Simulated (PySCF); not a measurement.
**Zn: excitation energy**

Zn [Ar] 3d10 4s2 (1S) → Zn [Ar] 3d10 4s1 5s1 (3S), as a difference of total energies. All numbers are calculated (PySCF 2.14, a scalar-relativistic core potential, in aug-cc-pwCVDZ-PP with ECP10MDF). Correlated levels: valence: 3s2 3p6 frozen. The calculations carry no spin-orbit coupling.

```tsv
method	excitation energy (eV)
UHF	5.253
MP2 (valence)	6.411
SCS-MP2 (valence)	6.471
CCSD (valence)	6.438
CCSD(T) (valence)	6.544
```

Errors of the correlated levels include the incompleteness of this basis and the frozen core.

Problem. Which method comes closest to the reference value, and which is furthest?

Solution. The reference is 6.655 eV (measured; NIST levels). Closest: CCSD(T) (valence) (error -0.111 eV); furthest: UHF (error -1.402 eV).
